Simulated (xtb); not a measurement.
Cl₄V (SMILES [Cl][V]([Cl])([Cl])[Cl]), doublet, at a GFN2-xTB geometry (such geometries of metal compounds can be far from the true shape); GFN1-xTB (xtb).

The xtb input:
```
$ xtb mol.xyz --gfn 1 --uhf 1 --acc 30 --json

# file mol.xyz
5

V      0.00000000     0.00000000     0.00000000
Cl     1.68640898    -0.39049992    -1.07430154
Cl     0.63181644     0.30687967     1.91238648
Cl    -0.90946576     1.55036739    -0.95907361
Cl    -1.40875965    -1.46674714     0.12098867
```

Problem. What does xtb print? Leave out banner, timings and long lists.

Solution. 
```
   ID    Z sym.   atoms
    1   23 V      1
    2   17 Cl     2-5

           -------------------------------------------------
          |                Calculation Setup                |
           -------------------------------------------------

           -------------------------------------------------
          |                 G F N 1 - x T B                 |
           -------------------------------------------------

          ...................................................
          :                      SETUP                      :
          :.................................................:
          :  # basis functions                  50          :
          :  # atomic orbitals                  45          :
          :  # shells                           15          :
          :  # electrons                        33          :
          :  # halogen bonds                     0          :
          :  max. iterations                   250          :
          :  Hamiltonian                  GFN1-xTB          :
          :  restarted?                      false          :
          :  GBSA solvation                  false          :
          :  PC potential                    false          :
          :  electronic temp.          300.0000000     K    :
          :  accuracy                   30.0000000          :
          :  -> integral cutoff          0.2000000E+02      :
          :  -> integral neglect         0.3000000E-06      :
          :  -> SCF convergence          0.3000000E-04 Eh   :
          :  -> wf. convergence          0.6000000E-03 e    :
          :  Broyden damping             0.4000000          :
          :  net charge                          0          :
          :  unpaired electrons                  1          :
          ...................................................

 iter      E             dE          RMSdq      gap      omega  full diag
   1    -18.6222733 -0.186223E+02  0.321E+01    0.04       0.0  T
   2    -11.0199848  0.760229E+01  0.258E+01    0.03       1.0  T
   3    -15.1351747 -0.411519E+01  0.169E+01    0.13       1.0  T
   4    -17.6854547 -0.255028E+01  0.264E+01    0.06       1.0  T
   5    -16.1592168  0.152624E+01  0.151E+01    0.15       1.0  T
   6    -16.5853319 -0.426115E+00  0.136E+01    0.15       1.0  T
   7    -16.7835688 -0.198237E+00  0.128E+01    0.15       1.0  T
   8    -16.1805679  0.603001E+00  0.156E+01    0.15       1.0  T
   9    -17.7539419 -0.157337E+01  0.293E+01    0.06       1.0  T
  10    -15.5384151  0.221553E+01  0.214E+01    0.14       1.0  T
  11    -17.7412238 -0.220281E+01  0.869E+00    0.15       1.0  T
  12    -17.1955353  0.545688E+00  0.199E+01    0.10       1.0  T
  13    -16.0162913  0.117924E+01  0.167E+01    0.15       1.0  T
  14    -18.4038809 -0.238759E+01  0.270E+00    0.15       1.0  T
  15    -18.4236251 -0.197442E-01  0.351E+00    0.15       1.0  T
  16    -18.1758145  0.247811E+00  0.713E+00    0.14       1.0  T
  17    -17.8991489  0.276666E+00  0.779E+00    0.15       1.0  T
  18    -18.1257940 -0.226645E+00  0.745E+00    0.14       1.0  T
  19    -18.0018468  0.123947E+00  0.729E+00    0.15       1.0  T
  20    -18.2292185 -0.227372E+00  0.618E+00    0.14       1.0  T
  21    -18.1935697  0.356489E-01  0.584E+00    0.15       1.0  T
  22    -18.3460841 -0.152514E+00  0.461E+00    0.15       1.0  T
  23    -18.3487388 -0.265471E-02  0.423E+00    0.15       1.0  T
  24    -18.4308391 -0.821003E-01  0.315E+00    0.15       1.0  T
  25    -18.4434390 -0.125999E-01  0.277E+00    0.15       1.0  T
  26    -18.4798971 -0.364581E-01  0.193E+00    0.15       1.0  T
  27    -18.4889420 -0.904491E-02  0.159E+00    0.15       1.0  T
  28    -18.5016469 -0.127049E-01  0.103E+00    0.15       1.0  T
  29    -18.5053347 -0.368782E-02  0.783E-01    0.15       1.0  T
  30    -18.5086454 -0.331070E-02  0.473E-01    0.15       1.0  T
  31    -18.5096071 -0.961668E-03  0.331E-01    0.15       1.0  T
[...]
         :: total energy             -18.474921800244 Eh    ::
[...]

           -------------------------------------------------
          |                Property Printout                |
           -------------------------------------------------

    * Orbital Energies and Occupations

         #    Occupation            Energy/Eh            Energy/eV
      -------------------------------------------------------------
         1        2.0000           -0.9786077             -26.6293
       ...           ...                  ...                  ...
         5        2.0000           -0.6029689             -16.4076
         6        2.0000           -0.5311384             -14.4530
         7        2.0000           -0.5311261             -14.4527
         8        2.0000           -0.5311261             -14.4527
         9        2.0000           -0.5238465             -14.2546
        10        2.0000           -0.5186043             -14.1119
        11        2.0000           -0.5118683             -13.9286
        12        2.0000           -0.5118683             -13.9286
        13        2.0000           -0.5096148             -13.8673
        14        2.0000           -0.4997240             -13.5982
        15        2.0000           -0.4997240             -13.5982
        16        2.0000           -0.4985737             -13.5669
        17        0.9484           -0.4073482             -11.0845 (HOMO)
        18        0.0516           -0.4018158             -10.9340 (LUMO)
        19                         -0.3761029             -10.2343
        20                         -0.3761029             -10.2343
        21                         -0.3567268              -9.7070
        22                         -0.1019424              -2.7740
        23                         -0.0897158              -2.4413
        24                         -0.0892832              -2.4295
        25                         -0.0892832              -2.4295
        26                         -0.0888312              -2.4172
        27                         -0.0888312              -2.4172
        28                         -0.0878013              -2.3892
       ...                                ...                  ...
        45                          0.4245167              11.5517
      -------------------------------------------------------------
                  HL-Gap            0.0055325 Eh            0.1505 eV
             Fermi-level           -0.4287715 Eh          -11.6675 eV

  Mulliken/CM5 charges         n(s)   n(p)   n(d)
     1V     0.34849  0.82947   0.881  0.987  2.784
     2Cl   -0.08712 -0.20737   1.840  5.262 -0.015
     3Cl   -0.08712 -0.20737   1.840  5.262 -0.015
     4Cl   -0.08712 -0.20737   1.840  5.262 -0.015
     5Cl   -0.08712 -0.20737   1.840  5.262 -0.015

Wiberg/Mayer (AO) data.
largest (>0.10) Wiberg bond orders for each atom

 ---------------------------------------------------------------------------
     #   Z sym  total        # sym  WBO       # sym  WBO       # sym  WBO
 ---------------------------------------------------------------------------
     1  23 V    5.356 --     5 Cl   1.339     3 Cl   1.339     4 Cl   1.339
                             2 Cl   1.339
     2  17 Cl   1.502 --     1 V    1.339
     3  17 Cl   1.502 --     1 V    1.339
     4  17 Cl   1.502 --     1 V    1.339
     5  17 Cl   1.502 --     1 V    1.339
 ---------------------------------------------------------------------------

Topologies differ in total number of bonds
Writing topology from bond orders to xtbtopo.mol

 dipole moment from electron density (au)
     X       Y       Z
  -0.0000  -0.0000   0.0000  total (Debye):    0.000

           -------------------------------------------------
          | TOTAL ENERGY              -18.474921800244 Eh   |
          | GRADIENT NORM               0.051222845226 Eh/α |
          | HOMO-LUMO GAP               0.150546852613 eV   |
           -------------------------------------------------

normal termination of xtb
```
